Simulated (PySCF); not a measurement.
Level of theory: PBE-D3(BJ)/def2-TZVP // r2SCAN-D4/def2-SVP in PySCF 2.14.0. All species are isolated molecules in the gas phase. 

Reference species: [Zn(Cl)2] (neutral, multiplicity 1).

```yaml
mean_distance_from_the_central_atom_to_its_bonded_neighbours: 2.089 Å
charge on the central atom (Mulliken): 0.54 e
```

Changed species: [Zn(Cl)(Br)] (1 of 2 Cl replaced by Br; the reference has 0 of 2 Cl replaced by Br).

Give the shifts of the mean distance from the central atom to its bonded neighbours and charge on the central atom (Mulliken).

the mean distance from the central atom to its bonded neighbours rises by 0.065 Å, to 2.154 Å; the charge on the central atom (Mulliken) falls by 0.04 e, to 0.50 e.
